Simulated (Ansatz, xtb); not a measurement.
**Relative energy of two isomers of C2HFInO**

Structure X is `O=C=[CH][In][F]`, a doublet and structure Y is `O=C(F)[CH][In]`, a doublet. Both are isolated molecules in the gas phase, relaxed with B3LYP-D3(BJ)/def2-SVP; the shapes shown needn't be the lowest conformers.

X (Å):

```xyz
6

C    -0.7545   -0.3450    1.8097
C    -1.7343   -0.9849    1.2171
F    -1.2074    1.2234   -1.4504
In   -2.2879   -0.3051   -0.7872
O     0.1221    0.2675    2.2756
H    -2.2778   -1.8191    1.6564
```

Y (Å):

```xyz
6

C    -0.6514   -1.5210   -1.0849
C    -1.5621   -0.4505   -1.3694
F    -1.6451    0.0108   -2.6356
In   -0.8292   -1.5731    1.2645
O    -2.2551    0.0856   -0.5151
H    -0.2007   -2.0248   -1.9496
```

**Question.** Estimate which is lower in electronic energy at CCSD(T)/def2-SVP + ΔMP2/def2-TZVPP, and by roughly how much.

**Answer.** The CCSD(T)/def2-SVP + ΔMP2/def2-TZVPP calculation puts structure X lower, by 10.9 kcal/mol.

Level by level:

```json
{"level": "B3LYP-D3(BJ)/def2-SVP", "geometry": "B3LYP-D3(BJ)/def2-SVP", "E(Y) − E(X) (kcal/mol)": "+7.4", "departure from the last row (kcal/mol)": "−3.5", "job, with rough time for the two": "optimisation, 3.5 min"}
{"level": "HF/def2-SVP", "geometry": "B3LYP-D3(BJ)/def2-SVP", "E(Y) − E(X) (kcal/mol)": "+4.2", "departure from the last row (kcal/mol)": "−6.7", "job, with rough time for the two": "part of the CCSD(T) run"}
{"level": "MP2/def2-SVP", "geometry": "B3LYP-D3(BJ)/def2-SVP", "E(Y) − E(X) (kcal/mol)": "+23.9", "departure from the last row (kcal/mol)": "+13.1", "job, with rough time for the two": "part of the CCSD(T) run"}
{"level": "CCSD(T)/def2-SVP", "geometry": "B3LYP-D3(BJ)/def2-SVP", "E(Y) − E(X) (kcal/mol)": "+12.8", "departure from the last row (kcal/mol)": "+2.0", "job, with rough time for the two": "single point"}
{"level": "CCSD(T)/def2-SVP + ΔMP2/def2-TZVPP", "geometry": "B3LYP-D3(BJ)/def2-SVP", "E(Y) − E(X) (kcal/mol)": "+10.9", "departure from the last row (kcal/mol)": "", "job, with rough time for the two": "single point, 2.8 min"}
```

As drawn, Y has 1 C–F, 1 C–C in place of 1 C=C, 1 F–In.

The levels shown agree on the order. The largest departure from CCSD(T)/def2-SVP + ΔMP2/def2-TZVPP is that of MP2/def2-SVP, 13.1 kcal/mol. Levels run at GFN2-xTB geometries aren't shown. The last row adds to CCSD(T) the change of the MP2 difference between the two basis sets, here −2.0 kcal/mol.

With harmonic frequencies from B3LYP-D3(BJ)/def2-SVP (ideal gas, rigid rotor, one conformer each, 298.15 K, 1 atm): on the last row, ΔE + ΔZPE = +11.2 kcal/mol. A mode under 50 cm⁻¹ makes harmonic enthalpies and free energies unreliable, so none is given.

Open shells are spin-unrestricted. The correlated steps freeze 8 core orbitals; the filled d shell of In is correlated, in a basis made for valence electrons. Atoms past krypton carry core potentials in the def2 sets and no spin–orbit term is included. Run with Ansatz 0.2.0; the last row on 2 threads of Arm Neoverse N1 on a shared host.
